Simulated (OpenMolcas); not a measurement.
**Co2+: ligand-field states by method**

Co2+ with its 6 nearest fluoride ions at 2.128 Å, on the Ca site of CsCaF3 (a = 4.526 Å, distance in the model lattice 2.263 Å). The rest of the host is ab initio model potentials to 7.6 Å, with orthogonalisation functions on the cations behind the ligands, and point charges beyond; the distance is set by hand and nothing relaxes. Ligand basis ANO-RCC-VDZP.

| Property | Result |
| --- | --- |
| Program | OpenMolcas |
| Basis | ANO-RCC-VDZP [5s4p2d1f] |
| Scalar Hamiltonian | DKH2, point nucleus |
| Active space | 7 electrons in 5 orbitals (3d) |
| State averaging | 2S+1 = 4 even, 10 roots; 2S+1 = 2 even, 40 roots |
| Spin-orbit coupling | RASSI with atomic mean-field integrals over the reference wave functions |

I. CASSCF
II. SS-CASPT2, IPEA 0.25 Eh, imaginary shift 0.1 Eh (closed shells correlated: 3s 3p and the ligand valence shells)

Spin-free states (labels of O, the rotations of Oh) in cm-1, each column counted from its own energy of the first state listed:

```csv
State,Degeneracy,I,II
4T1,3,0,0
4T2,3,4709,6570
4A2,1,10352,13690
2E,2,16558,14050
2T1,3,20046,17710
2T2,3,20106,17800
4T1,3,22124,20680
2A1,1,22944,21380
2T1,3,25659,21150
2T2,3,27588,25300
2T1,3,27818,26820
2E,2,29611,28330
2E,2,32102,30880
2T1,3,32262,31920
2T2,3,32340,30400
2T2,3,45935,40630
2T1,3,46282,41700
2A2,1,47109,42440
2T2,3,70784,62350
2E,2,70827,63130
```

From I to II, I's first state of the same spin (4T2) moves from 4709 to 6570 cm-1, by about +1900 cm-1.

From I to II, I's first state of another spin (2E) moves from 16558 to 14050 cm-1, by about -2500 cm-1.

I: A least-squares ligand-field fit to the states below 45000 cm-1, each weighted by its degeneracy and with a free common offset, gives 10Dq = 5363 cm-1, B = 1219 cm-1 and C = 4486 cm-1 (C/B = 3.68), with an rms deviation of 90 cm-1. The same method and metal basis give the free ion B = 1230 cm-1 (fit to its terms below 60000 cm-1, rms deviation 20 cm-1), so the nephelauxetic ratio is β = 1219 / 1230 = 0.99; it hangs on how both fits weigh the states, and computed free-ion B values tend to be too large, so β mixes covalency with correlation.

χT at 300 K: I 3.72, II 3.61 cm3 K/mol.

Roots that are degenerate in the reference are averaged as groups; the widest CASPT2 spread within a group is 100 cm-1 (the 2-fold group of multiplicity 2 near 28300 cm-1 above the lowest state of its run, II). Shifts and gaps below about the spread of the groups concerned are not significant. Over all roots computed the reference weight is 0.72 to 0.74 in II; a low but even weight reflects the number of correlated electrons. An orbital triplet at a regular site is open to Jahn-Teller coupling, which can distort the site and quench the lowest spin-orbit gaps and is left out. Ligand-to-metal charge-transfer states are missing. Without dynamic correlation the repulsion within the d shell is too large (B by tens of per cent), so at a given field states of lower spin stand too high (holds for I). With no ligand orbital active B as a rule stays too high, so bands that hang on it stand too high and its fall with covalency is understated (holds for I). With metal d orbitals alone and no dynamic correlation 10Dq can be off by a tenth to a fifth, either way, in oxide and fluoride hosts (holds for I). A single d shell leaves out the double-shell effect, which counts most for late 3d ions, where the CASPT2 field can be off either way by tens of per cent (holds for II). These CASPT2 states fit no ligand-field parameters well, so their order and spin gaps are uncertain (holds for II). For late 3d ions with one d shell CASPT2 can put B and the spin-flip bands somewhat low as well as high (holds for II). With one d shell and no ligand orbital active, 10Dq can be off by tens of per cent for divalent 3d ions, low with halides held by bare charges and at times high in hosts (holds for II). Free-ion shares, where given, are those of the reference states; single-state CASPT2 does not remix them (holds for II). No measured value stands beside these numbers; the geometry was set by hand and not optimised.
